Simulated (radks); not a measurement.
Problem. Gd IV, 61 electrons, occupied as [Kr] 4d10 4f7 5s2 5p5 5d1 (not the ground configuration). Method: Dirac Kohn-Sham, Wu-Cohen GGA, spin-unpolarised, spherical densities, point nucleus; open shells fill j = l - 1/2 first; computed with a radial shooting solver on a logarithmic mesh with Libxc functionals. Some entries of the table are withheld. Estimate them.

orbital,occ.,eigenvalue (eV),<r^2> (bohr^2),<r> (bohr)
1s1/2,2,-50074.82,0.0006549,0.02191
2s1/2,2,-8286.512,0.01022,0.09275
2p1/2,2,-7870.492,0.007417,0.07746
2p3/2,4,-7174.498,0.008651,0.08430
3s1/2,2,-1857.886,0.06817,(1)
3p1/2,2,-1677.512,0.06350,0.2336
3p3/2,4,-1534.768,0.07058,0.2467
3d3/2,4,-1223.020,0.05634,0.2188
3d5/2,6,-1191.919,0.05832,0.2228
4s1/2,2,-395.9478,0.3453,0.5530
4p1/2,2,-325.7416,0.3633,(2)
4p3/2,4,-293.9565,0.4021,(3)
4d3/2,4,-178.2495,0.4610,0.6303
4d5/2,6,-172.5062,0.4763,0.6407
5s1/2,2,-76.6254,1.948,1.318
5p1/2,2,-56.8807,2.402,1.459
5p3/2,3,-52.2488,2.681,1.542
4f5/2,6,-36.3911,0.9040,0.8392
4f7/2,1,-35.6238,0.9276,0.8496
5d3/2,1,-26.1424,5.019,2.091
5d5/2,0,-25.6683,5.185,2.126
6s1/2,0,-23.0901,10.60,3.085
6p1/2,0,-18.2483,14.00,3.544
6p3/2,0,-17.4319,15.19,3.694

Solution. 
(1) 3s1/2 <r> (bohr): 0.2440
(2) 4p1/2 <r> (bohr): 0.5649
(3) 4p3/2 <r> (bohr): 0.5945
